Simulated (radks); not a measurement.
The strontium ion Sr+ inside a hard spherical wall (all orbitals vanish at R), configuration held at [Kr] 5s1 and not refilled when levels cross. Calculated with a radial shooting solver on a logarithmic mesh with Libxc functionals: scalar-relativistic Kohn-Sham, LDA (Slater exchange, Perdew-Wang correlation), spin-polarised, spherical densities, point nucleus; open shells are filled with parallel spins first (spin-orbit coupling, left out, can overturn this in heavy ions). Eigenvalues in eV for spin up, with the zero of energy where the potential of the charges vanishes at infinity; a dash marks a level that is unbound or too diffuse for the functional's potential to be trusted. A positive occupied level is held by the wall or, in an anion where self-interaction has pushed it up, behind a barrier. The pressure on the wall is -dE/dV.

R (bohr)  E (hartree)  kinetic (hartree)    e(3d)    e(4s)    e(4p)   e(5s)  e(4d, empty)  e(5p, empty)  pressure (GPa)
free      -3175.60018           3255.510  -134.68  -47.328  -29.243  -8.868        -7.178        -5.787               0
15        -3175.60018           3255.510  -134.68  -47.328  -29.243  -8.868        -7.178        -5.787        < 0.0001
12        -3175.60015           3255.510  -134.68  -47.326  -29.241  -8.866        -7.176        -5.777        0.000538
10        -3175.59983           3255.514  -134.66  -47.304  -29.220  -8.846        -7.156        -5.706          0.0106
6         -3175.55964           3255.738  -133.75  -46.475  -28.431  -7.340        -6.228        -2.878            2.90
5         -3175.47697           3256.090  -132.74  -45.629  -27.633  -4.735        -4.986         1.115            13.1
4         -3175.18693           3257.272  -130.18  -43.659  -25.701   3.103        -1.686        11.729            79.3
3         -3173.78960           3262.810  -121.06  -36.998  -18.455  31.500         9.572        45.578             787
2.5       -3171.18306           3272.190  -109.10  -27.246   -7.202  71.917        25.343        90.212            3150
2         -3163.37332           3297.020  -85.623   -2.253   21.665  166.63        62.292        190.05           15600
1.5       -3135.13758           3376.863  -34.666   80.515   113.03  427.08        165.20        453.24          112000
